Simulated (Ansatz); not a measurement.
The cluster Tl₂F⁺, relaxed as a triplet with UKS PBE-D4/def2-TZVP in Ansatz, starting from the PBE-D4/def2-TZVP geometry of the charge +1 singlet. Force threshold 0.02 eV/Å.

In the def2 sets Tl takes a core potential; there is no spin–orbit coupling. The gap within one spin of the charge 1 triplet nearly closes, so an electron or hole may be smeared out by delocalisation error. At PBE-D4/def2-TZVP a singlet of charge 1 lies 5.46 eV below the triplet, each at its own geometry. The structure comes from a short search, and lower isomers may exist.

Start:

```xyz
3

Tl    1.6734   -1.5301    0.4627
Tl   -1.6735    1.5303   -0.4621
F     0.0001   -0.0001   -0.0006
```

| step | energy (eV) | largest force component (eV/Å) | SCF passes |
| --- | --- | --- | --- |
| 1 | -12098.5073 | 0.129 | 56 |
| 2 | -12098.5123 | 0.004 | 22 |

Force components are those of the run's own axes.

End:

```
atom    x (Å)    y (Å)    z (Å)
 Tl1   1.6519  -1.5105   0.4565
 Tl2  -1.6519   1.5105  -0.4564
  F3   0.0000   0.0000  -0.0002
```

By distances, no bond broke or formed. The bond that changes most is Tl1–F3, from 2.31 to 2.28 Å (atoms count from 1).

No frequencies were taken in this run, so the end may be a saddle point.

Hardware: 2 threads of Arm Neoverse N1 on a shared host. Wall time 8.5 s.
